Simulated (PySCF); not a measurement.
CH₈N₂Si₃, SMILES N1[SiH2][SiH2]N=C[SiH2]1. Atoms are numbered in the order given.

```xyz
14

C      0.2659     1.8456    -0.0288
N      1.3974     1.2803    -0.1411
Si     1.7529    -0.4456    -0.2220
Si    -0.1761    -1.7225     0.2231
N     -1.5039    -0.6023    -0.0219
Si    -1.5018     1.1302     0.0754
H      0.2686     2.9609     0.0089
H      2.8458    -0.7233     0.7557
H      2.2739    -0.7174    -1.5961
H     -0.1571    -2.3027     1.6078
H     -0.3294    -2.8792    -0.7164
H     -2.4252    -1.0272    -0.1046
H     -2.0968     1.6677     1.3429
H     -2.2794     1.7319    -1.0533
```

Geometry: PBE0-D3(BJ)/def2-SVP. This is a generated structure with no PubChem entry under its InChIKey; it may be hypothetical.

The numbers are results of PySCF with PBE/def2-TZVP, not measurements.

The molecule is in vacuum.

Computed frontier levels, gap, dipole moment and polarisability:
```
Property                                                                                                         Result
---------------------------------------------------------------------------------------------  ------------------------
highest occupied level                                                                                         -5.20 eV
lowest empty level                                                                                             -2.43 eV
orbital gap                                                                                                     2.77 eV
dipole moment                                                                                                    1.88 D
quadrupole, principal values (traceless, Buckingham form, about the centre of nuclear charge)     -2.77, 0.31, 2.46 D·Å
mean static polarisability                                                                       108.1 bohr³ (16.02 Å³)
polarisability, principal values                                                               83.1, 111.4, 130.0 bohr³
```
